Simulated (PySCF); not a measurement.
# SmSF at several levels of theory

Computed with PySCF 2.14.0 (density fitting, no spin-orbit coupling) at the geometry relaxed with PBE0:

```xyz
3
SmSF (singlet in the valence; each metal's 4f electrons, 5 of them, lie in its core potential, out of spins and levels)
Sm   -0.1870    0.0000   -0.4445
S     1.7952    0.0000    0.8417
F    -1.8493    0.0000    0.7466
```

```tsv
level	basis	state	HOMO (eV)	gap (eV)	charge on Sm1 (e)	population of f-type functions on Sm1 (polarisation alone where 4f lies in the core)	dipole about the centre of mass (D)	largest force component (eV/Å)
PBE0	Sm lcecp-1-SVP with ECP51, S def2-SVP, F def2-SVP	singlet	-5.86	3.33	0.82	0.06	8.35	0.01
wB97X	the same	singlet	-7.92	7.10	0.83	0.07	9.07	0.26
PBE0	Sm lcecp-1-TZVP with ECP51, S def2-TZVP, F def2-TZVP	singlet	-5.91	3.37	1.18	0.07	8.62	0.07
```

In the lcecp rows the 4f levels are missing from HOMO and gap, and the state counts the valence alone.

Charges are Mulliken's, which hang on the basis. The relaxation used the grid (50, 194), these runs (75, 302) or, all-electron (x2c bases, spin-free X2C Hamiltonian), (99, 590).

Question: What does CAM-B3LYP with Sm lcecp-1-SVP with ECP51, S def2-SVP, F def2-SVP give here?

Answer: state singlet, HOMO (eV) -6.98, gap (eV) 5.05, charge on Sm1 (e) 0.78, population of f-type functions on Sm1 (polarisation alone where 4f lies in the core) 0.07, dipole about the centre of mass (D) 8.60, largest force component (eV/Å) 0.06. Time: 3.3 s on 2 threads of Intel(R) Xeon(R) Platinum 8488C (Sapphire Rapids), with other jobs on the host, from an already converged density.

In the first row's basis the gap widens with exact exchange: 3.3 eV for PBE0 (a fixed share); 5.1 to 7.1 eV for CAM-B3LYP, wB97X (rising or full at long range).

An lcecp potential fixes the number of 4f electrons, so in runs with it no electron can move into or out of that shell.
